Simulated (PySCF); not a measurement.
This PySCF input asks for the NMR shieldings of `CC#CC1=CC=C[CH+]C1`, [C9H9]+; the geometry comes from GFN2-xTB.

```python
import basis_set_exchange as bse
import numpy as np
from pyscf import gto, dft
from pyscf.prop import nmr

atoms = """
C     3.775430   -0.912956   -0.077251
C     2.400444   -0.563988   -0.171841
C     1.223181   -0.272624   -0.250203
C    -0.110003    0.090370   -0.352460
C    -0.482309    1.230630   -1.067339
C    -1.807377    1.600372   -1.158070
C    -2.833810    0.849722   -0.544272
C    -2.528100   -0.270158    0.157999
C    -1.142360   -0.734572    0.308911
H     4.034363   -1.573459   -0.907815
H     3.973854   -1.442207    0.854667
H     4.401121   -0.022686   -0.141601
H     0.284157    1.822232   -1.545550
H    -2.071468    2.489441   -1.712125
H    -3.856407    1.179505   -0.641640
H    -3.300619   -0.857641    0.631940
H    -1.064103   -1.775847   -0.039179
H    -0.904753   -0.829816    1.379412
"""
names = dict.fromkeys(["C", "H"], "pcSseg-1")
basis = {el: gto.basis.parse(bse.get_basis(n, elements=[el], fmt="nwchem")) for el, n in names.items()}
mol = gto.M(atom=atoms, basis=basis, charge=1, verbose=0)
mf = dft.RKS(mol, xc="PBE0")
mf.grids.level = 2
mf.grids.alignment = dft.numint.BLKSIZE   # the property module wants whole blocks of grid points
mf.conv_tol = 1e-9
mf.kernel()

calc = nmr.RKS(mf)   # GIAO
C = mf.mo_coeff
Co = C[:, mf.mo_occ > 0]
resp = mf.gen_response(singlet=True, hermi=2)
def vind(x):   # induced exchange potential for any number of trial vectors
    d = np.einsum("pi,xij,qj->xpq", C, 2 * x.reshape(-1, C.shape[1], Co.shape[1]), Co, optimize=True)
    return np.einsum("xpq,pi,qj->xij", resp(d - d.transpose(0, 2, 1)), C, Co, optimize=True).ravel()
mo1, _ = nmr.rhf.solve_mo1(calc, with_cphf=vind)
sigma = calc.kernel(mo1)
for i, s in enumerate(sigma):   # ppm
    w = np.linalg.eigvalsh((s + s.T) / 2)
    print("%2d %-2s iso %8.1f  s11 %8.1f  s22 %8.1f  s33 %8.1f" % (i, mol.atom_pure_symbol(i), w.mean(), *w))
```

Task: Give the expected output.

Result: 
```
 0 C  iso    175.3  s11    166.4  s22    174.2  s33    185.1
 1 C  iso      7.7  s11    -35.6  s22      1.5  s33     57.3
 2 C  iso     87.4  s11      7.5  s22     16.8  s33    238.0
 3 C  iso     -1.9  s11   -136.3  s22    -34.9  s33    165.6
 4 C  iso     40.6  s11    -64.3  s22     20.6  s33    165.4
 5 C  iso     14.8  s11   -104.6  s22    -25.2  s33    174.2
 6 C  iso     48.2  s11    -61.1  s22     27.4  s33    178.5
 7 C  iso      5.6  s11   -117.7  s22    -37.1  s33    171.5
 8 C  iso    132.8  s11     84.8  s22    143.4  s33    170.3
 9 H  iso     28.4  s11     24.2  s22     26.1  s33     34.9
10 H  iso     28.4  s11     23.7  s22     26.7  s33     35.0
11 H  iso     28.4  s11     23.7  s22     26.5  s33     35.1
12 H  iso     23.5  s11     20.8  s22     21.6  s33     28.2
13 H  iso     22.6  s11     20.4  s22     21.2  s33     26.3
14 H  iso     23.5  s11     21.5  s22     23.1  s33     26.1
15 H  iso     23.0  s11     20.7  s22     21.3  s33     26.9
16 H  iso     26.9  s11     21.7  s22     26.9  s33     32.2
17 H  iso     26.9  s11     21.7  s22     26.9  s33     32.2
```

These numbers come from an equivalent density-fitted implementation of the same equations, which agrees with the script to about 0.01 ppm for H and up to a few tenths of a ppm for heavy atoms, so last digits may differ.

Task: Turn these shieldings into chemical shifts. δ = σ(ref) − σ, references computed at the same level: 13C (186.93 ppm), 1H (31.72 ppm) against TMS.

Result: Averaging equivalent atoms: C 3: 188.8; C 7: 181.3; C 1: 179.2; C 5: 172.1; C 4: 146.3; C 6: 138.7; C 2: 99.5; C 8: 54.1; C 0: 11.7; H 13: 9.07; H 15: 8.76; H 12: 8.19; H 14: 8.17; H 16/17: 4.81; H 9/10/11: 3.29 ppm. 

Size and cost of the density-fitted run: 198 basis functions, 32 s wall time on 1 thread of an Arm Neoverse V2, shared host; peak memory 0.86 GiB.
